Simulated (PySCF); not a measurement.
A structure optimised at TPSSh-D3(BJ)/def2-SVP, used in a PySCF frequency run:

```xyz
10

N      2.6202    -0.9898    -0.3185
C      1.7809    -0.1750    -0.2904
O      0.8459     0.7000    -0.2530
Si    -0.7313     0.3296     0.4201
N     -1.9778     0.9541    -0.5336
O     -0.7967    -1.3161     0.4260
H     -0.7232     1.0085     1.7263
H     -2.2487     0.5590    -1.4293
H     -2.3982     1.8605    -0.3549
H      0.0330    -1.8145     0.4995
```
Charge 0, spin multiplicity 1.

Task: Write its SMILES and formula.

Result: N#CO[Si@@H](N)O, CH₄N₂O₂Si

Task: What are its rotational constants (standard atomic weights)?

Result: 6.5207, 1.8847, 1.5961 GHz
